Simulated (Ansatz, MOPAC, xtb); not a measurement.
Spectroscopic constants of CoF, multiplicity 5 (not the ground state: that is measured with 2S+1 = 3). No spin–orbit coupling. Co is treated without relativity.

Seven points along R, fitted to fifth degree in 1/R; most abundant isotopes. Runs in def2 and cc sets follow the lowest solution found near the PBE0 minimum.

Programs: Ansatz (Gaussian orbitals); MOPAC for PM6, PM7 (differences of heats of formation); xtb for the GFN methods. Values without a source in brackets are computed. The GFN methods have no spin term and hold the electronic entropy of 300 K.

```
level                 r_e (Å)  ω_e (cm⁻¹)  α_e (cm⁻¹)  ω_e x_e (cm⁻¹)  dipole (D)
--------------------  -------  ----------  ----------  --------------  ----------
PM6                     1.741         692      0.0024             2.9           -
PM7                     1.789         682      0.0024             3.3           -
GFN1-xTB                1.703         553      0.0035             2.2           -
GFN2-xTB                1.781         426      0.0039             1.9           -
SVWN5/def2-TZVPP        1.728         659      0.0032             3.9        1.35
PBE/def2-TZVPP          1.777         612      0.0031             3.7        1.72
r2SCAN/def2-TZVPP       1.768         646      0.0029             3.6        2.04
B97M-V/def2-TZVPP       1.778         637      0.0030             3.6        2.47
B3LYP/def2-TZVPP        1.783         626      0.0029             3.4        2.42
PBE0/def2-TZVPP         1.774         640      0.0028             3.3        2.41
BHLYP/def2-TZVPP        1.788         641      0.0028             3.3        2.96
CAM-B3LYP/def2-TZVPP    1.772         645      0.0028             3.3        2.44
wB97X-V/def2-TZVPP      1.773         644      0.0028             3.2        2.31
wB97M-V/def2-TZVPP      1.779         640      0.0028             3.2        2.39
B2PLYP/def2-TZVPP       1.781         633      0.0028             3.2           -
CCSD/def2-TZVPP         1.783         642      0.0027             3.1           -
CCSD(T)/def2-TZVPP      1.780         641      0.0028             3.2           -
```

Correlated levels freeze the inner cores; with def2 sets outer-core shells near the valence are correlated too. The state reached by PM6, PM7 isn't checked; PM7 holds dispersion and hydrogen-bond terms.

Ansatz is a first-principles code.
